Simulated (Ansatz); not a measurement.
Pulling on the O3–H9 bond in CH6OSi (SMILES C[SiH2]O) (multiplicity 1 held, fragments rigid). Energies count from the point at 0.960 Å.
Geometry at that point (charge 0, multiplicity 1):
```xyz
9

Si    -0.16442     0.44530     0.17757
C      1.56077    -0.24197    -0.02590
O     -1.32796    -0.58219    -0.40067
H     -0.32661     1.68592    -0.60987
H     -0.39970     0.73849     1.61622
H      1.69510    -1.16117     0.54921
H      2.30154     0.48064     0.32667
H      1.77411    -0.46249    -1.07364
H     -1.48353    -1.40623     0.06615
```

U- levels take the lowest unrestricted solution at each point, which mixes spins at long bonds. Active spaces are followed from a long bond inwards. Levels need not reach the same state.

Cores are frozen in the correlated methods.

The values were computed with Ansatz (a first-principles code). 

Give the energy at R = 3.071 Å at the level U-CCSD/cc-pV(D+d)Z.

5.03 eV

Doubts at one or more of the structures used: a spin-contaminated determinant (U-CCSD/cc-pV(D+d)Z).
